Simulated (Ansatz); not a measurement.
Cost and result for the atomization energy of `CO[SiH2]N` (11 atoms, 10 bonds).

Cartesian coordinates in Å:
```
C -1.320 -0.215 -1.359
O -0.796 0.214 -0.126
Si 0.757 -0.101 0.324
N 1.129 0.528 1.861
H -0.768 0.213 -2.205
H -1.296 -1.308 -1.450
H -2.359 0.112 -1.426
H 0.949 -1.576 0.364
H 1.674 0.523 -0.668
H 0.768 0.093 2.694
H 1.263 1.517 1.992
```

The species carries charge 0 and has multiplicity 1. Geometry: relaxed with PBE0-D4/def2-TZVP. It is one conformer, not always the lowest. Program: Ansatz. Hardware: A = 2 threads of an AMD EPYC 7R13 on a shared host; B = 2 threads of an AMD EPYC 7R13 on a shared host and a share of an NVIDIA H100 80 GB. Times are those of one run each, without the atoms' runs, and a repeat can differ threefold. Electronic energies, without spin–orbit coupling; frozen cores. CCSD(T)/CBS extrapolates def2-TZVPP and def2-QZVPP, and its time is that of the two runs behind it. T1 = 0.011. B3LYP takes the VWN-RPA correlation (the form of Gaussian; ORCA's B3LYP/G).

CCSD(T)/CBS is a level of theory with its own doubt, some kJ/mol a heavy atom from the limit and from the frozen cores, so smaller differences don't rank the functionals.

```
                                 level  functions  wall time
   PBE-D4/def2-TZVPP (with forces) [A]        233      2.5 s
                PBE0-D4/def2-TZVPP [A]        233        3 s
                CCSD(T)/def2-TZVPP [B]        233      4.3 s
r2SCAN-D4/def2-TZVPP (with forces) [A]        233      4.6 s
 B3LYP-D4/def2-TZVPP (with forces) [A]        233      4.8 s
                 B2PLYP/def2-TZVPP [A]        233        6 s
                ωB97X-V/def2-TZVPP [A]        233      7.5 s
  ωB97M-V/def2-TZVPP (with forces) [A]        233       11 s
                CCSD(T)/def2-QZVPP [B]        451    4.6 min
                     CCSD(T)/CBS(def2)          –    4.7 min
```

What atomization energy does each give, and how far from CCSD(T)/CBS? (Best estimate.)

The calculation gave: 
```json
{"level": "PBE-D4/def2-TZVPP (with forces) [A]", "atomization (kJ/mol)": "3979.3", "difference from CCSD(T)/CBS": "28.6", "per bond": "2.9"}
{"level": "PBE0-D4/def2-TZVPP [A]", "atomization (kJ/mol)": "3915.6", "difference from CCSD(T)/CBS": "-35.1", "per bond": "-3.5"}
{"level": "CCSD(T)/def2-TZVPP [B]", "atomization (kJ/mol)": "3840.2", "difference from CCSD(T)/CBS": "-110.5", "per bond": "-11.0"}
{"level": "r2SCAN-D4/def2-TZVPP (with forces) [A]", "atomization (kJ/mol)": "3931.6", "difference from CCSD(T)/CBS": "-19.1", "per bond": "-1.9"}
{"level": "B3LYP-D4/def2-TZVPP (with forces) [A]", "atomization (kJ/mol)": "3951.0", "difference from CCSD(T)/CBS": "0.3", "per bond": "0.0"}
{"level": "B2PLYP/def2-TZVPP [A]", "atomization (kJ/mol)": "3906.8", "difference from CCSD(T)/CBS": "-43.9", "per bond": "-4.4"}
{"level": "ωB97X-V/def2-TZVPP [A]", "atomization (kJ/mol)": "3960.7", "difference from CCSD(T)/CBS": "10.0", "per bond": "1.0"}
{"level": "ωB97M-V/def2-TZVPP (with forces) [A]", "atomization (kJ/mol)": "3959.0", "difference from CCSD(T)/CBS": "8.3", "per bond": "0.8"}
{"level": "CCSD(T)/def2-QZVPP [B]", "atomization (kJ/mol)": "3906.7", "difference from CCSD(T)/CBS": "-44.0", "per bond": "-4.4"}
{"level": "CCSD(T)/CBS(def2)", "atomization (kJ/mol)": "3950.7", "difference from CCSD(T)/CBS": "0.0", "per bond": "0.0"}
```

From PBE to PBE0 (25 % exact exchange), in def2-TZVPP and without D4, the atomization energy moves by −60.9 kJ/mol: exact exchange takes away binding that semilocal exchange gives to molecules. In def2-TZVPP, CCSD(T) changes the Hartree–Fock value by +998.4 kJ/mol (the triples alone add +48.3 kJ/mol) and MP2 by +1037.3 kJ/mol; breaking electron pairs costs correlation energy, which Hartree–Fock lacks. The D4 term adds +28.2 kJ/mol with B3LYP and +14.7 kJ/mol with PBE0; it sums over pairs of atoms, weighted by their polarisabilities, and B3LYP, whose exchange is more repulsive, gets the larger term.
